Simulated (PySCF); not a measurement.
**CoBr⁻: from constants to spectrum**

UHF-MP2 constants of CoBr⁻, quartet, unpaired electrons σ ↑, π ↑, δ ↑ (PySCF, no relativity, basis sets Co def2-TZVPPD, Br def2-TZVPPD; masses 58.9332 and 78.9183 u):

| Property | Result |
| --- | --- |
| ωe | 162.5 cm⁻¹ |
| ωexe | 1.24 cm⁻¹ |
| Be | 0.076483 cm⁻¹ |
| αe | 0.000654 cm⁻¹ |

What force constant and bond length do these constants imply?

Reduced mass μred = 33.739 u; k = 5.8918×10⁻⁷·μred·ωe² (u, cm⁻¹, mdyn/Å) = 0.525 mdyn/Å; Re = √(16.8576/(μred·Be)) (u, cm⁻¹, Å) = 2.556 Å.

Estimate the centrifugal constant D from the Kratzer relation and find the Dunham coefficient a1.

D = 4Be³/ωe² = 6.78e-08 cm⁻¹; a1 = −1 − αeωe/(6Be²) = -4.03.

Correlated steps freeze 14 core orbitals. Spin–orbit coupling is left out. The state is the lowest single determinant that the PBE0 search found; with open d or f shells the true ground state can be another one.
